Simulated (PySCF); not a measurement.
Electron correlation in As+ (arsenic, charge +1)

[Ar] 3d10 4s2 4p2, high-spin 3P determinant. Computed with PySCF 2.14 in Sapporo-DKH3-DZP-2012 (6s5p3d1f, 43 functions), with scalar relativity by spin-free X2C-1e. Frozen: [Ar] 3d10; 4 electrons correlated.

MP2 pair energies summed by pair of shells (mhartree):

```
 pair  energy  share (%)
4s-4p  -26.03       60.8
4s-4s  -12.34       28.8
4p-4p   -4.44       10.4
```

Total MP2 correlation energy: -42.81 mhartree.

Same-spin part -7.20 and opposite-spin part -35.61 mhartree; SCS-MP2 scales them by 1/3 and 6/5 to -45.14 mhartree.

```csv
level,correlation energy (mhartree)
CCSD,-59.04
(T),-0.72
CCSD(T),-59.76
```

Diagnostics: T1 = 0.0068, D1 = 0.0190, largest double amplitude 0.093.

Task: Is a single reference adequate?

Result: Mostly. T1 lies below 0.03, but a double amplitude of this size points to a near-degeneracy that CCSD handles and MP2 describes poorly.
